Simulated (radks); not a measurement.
Effect of the nuclear size on the aluminium ion Al+, [Ne] 3s2. Method: Dirac Kohn-Sham, BLYP, spin-unpolarised, spherical densities, finite nucleus; Fermi nuclear charge, rms radius 3.061 fm; computed with a radial shooting solver on a logarithmic mesh with Libxc functionals. The rms radius is varied about that value; shifts are against it.

rms radius (fm)  total energy shift (eV)  density at nucleus (e/bohr^3)  1s1/2 shift (meV)
2.6692                         -0.000893                           1507             -0.370
2.7763                         -0.000661                           1507             -0.274
3.061                                  0                           1505              0.000
3.2018                          0.000350                           1504              0.145
3.4865                           0.00111                           1503              0.458

Slopes of the eigenvalues against <r^2> in GHz/fm^2, as finite differences over the two radii next to the reference (eigenvalue slopes, not the field-shift constants of lines): 1s1/2 39.8.
